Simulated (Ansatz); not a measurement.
`F[CH]1[BH][Al]1[F]`. The species carries charge 0 and has multiplicity 1.

Cartesian coordinates in Å:
```
F -1.1882 -1.2448 -1.3915
C -0.4414 -0.5549 -0.5026
B -0.2754 0.8859 -0.5091
Al 0.8698 0.5565 1.0755
F 1.7088 -0.1296 2.3072
H -0.0091 -1.2983 0.1922
H -0.6645 1.7853 -1.1716
```

(1) What are the harmonic wavenumbers in cm⁻¹ at PBE0-D4/def2-TZVP (Ansatz, finite differences of forces, unscaled)? (Best estimate.)

(2) Is this a minimum?

(3) Give the ideal-gas thermochemistry at 298.15 K and 1 bar (rigid rotor, harmonic oscillator; point group Cs, symmetry number 1).

## Answers

(1) The calculation gave: 68, 121, 183, 194, 391, 606, 656, 819, 820, 908, 1046, 1335, 1468, 2739, 2969.

(2) Yes, all 15 modes are real.

(3) Zero-point energy 85.7 kJ/mol; H(298) − E = 104.8 kJ/mol; entropy 335.6 J/(mol·K), of which translation 165.0, rotation 111.2, vibration 59.4; G(298) − E = 4.7 kJ/mol. Modes under 100 cm⁻¹ are hindered rotations or soft bends, so the harmonic entropy is rough.
